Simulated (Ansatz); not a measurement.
`[SiH3][SiH](S)Br` → `S[Si]Br` + SiH₄ at 500 K and 1 bar (silylene formation by 1,1-elimination).

Computed with Ansatz on PBE0-D4/def2-TZVP structures; ΔE is electronic, products minus reactants. CCSD(T)/CBS is the MP2 limit (def2-TZVPP, def2-QZVPP) plus CCSD(T) − MP2 in def2-TZVPP, frozen cores. This one scheme is used for every species. For Br outer-core shells are correlated without core-valence functions, which leaves a few kJ/mol of doubt a bond. Scalar relativity is left out up to krypton. Each species was taken in one conformer, which may not be the lowest.

| species | CCSD(T)/CBS energy (Eh) | H − E (kJ/mol) | S (J/(mol·K)) |
| --- | --- | --- | --- |
| `[SiH3][SiH](S)Br` | -3552.32885 | 167.3 | 448.7 |
| `S[Si]Br` | -3260.81547 | 56.7 | 339.1 |
| SiH₄ | -291.46306 | 102.4 | 230.9 |

H − E and S are ideal-gas, rigid-rotor, harmonic terms from PBE0-D4/def2-TZVP, for one conformer and one mirror image of each species. 1 Eh = 2625.50 kJ/mol, R = 8.31446 J/(mol·K).

Question: By hand: ΔE, ΔH, ΔS and ΔG.

Answer: ΔE = (-3260.81547) + (-291.46306) − (-3552.32885) = 0.05032 Eh = 132.1 kJ/mol. Δ(H − E) = 56.7 + 102.4 − 167.3 = -8.2, so ΔH = 123.9 kJ/mol. ΔS = 339.1 + 230.9 − 448.7 = 121.3 J/(mol·K). ΔG = 123.9 − 500 × (121.3)/1000 = 63.3 kJ/mol.

Question: By hand: the equilibrium constant, and the temperature at which ΔG would vanish if ΔH and ΔS stayed fixed.

Answer: log₁₀ K = −ΔG/(RT ln 10) = -6.6. ΔG = 0 at ΔH/ΔS = 1021 K.

The number of gas molecules changes by +1, which sets the sign of ΔS. A doubt of 5 kJ/mol in ΔE shifts log₁₀ K by 0.5 here. Other conformers and mirror images would add mixing entropy, several J/(mol·K) or more a flexible species. These are equilibria of isolated gas molecules and say nothing of rates. Largest T1 diagnostic: 0.012 (customary marks: 0.02 for closed shells, 0.045 for open ones).
